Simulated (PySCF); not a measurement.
H4FGaO3, singlet (PBE0/def2-SVP optimised geometry):

```
9

Ga    -0.701    -1.135     0.000
F      1.072    -1.135     0.000
O     -1.553    -1.859     1.384
H     -0.971    -2.056     2.124
O     -1.507    -0.994    -1.599
H     -2.250    -1.588    -1.739
O     -0.646     0.951     0.000
H     -1.072     1.058    -0.869
H      0.297     1.135    -0.135
```

Calculation: PBE0/def2-TZVP (PySCF 2.14.0).

**Question.** What are the frontier orbital energies and the dipole moment?

**Answer.** HOMO-2 -9.33 eV, HOMO-1 -8.93 eV, HOMO -8.70 eV, LUMO -0.50 eV, LUMO+1 0.76 eV; dipole moment 2.10 D.

On the same geometry PBE/def2-TZVP run with PySCF gives HOMO-2 -7.60 eV, HOMO-1 -7.17 eV, HOMO -6.94 eV, LUMO -1.45 eV, LUMO+1 -0.17 eV; dipole moment 2.09 D.

Meta-Löwdin charges at PBE0/def2-TZVP: Ga1 1.16, F2 -0.55, O3 -0.74, H4 0.34, O5 -0.77, H6 0.35, O7 -0.56, H8 0.38, H9 0.38.
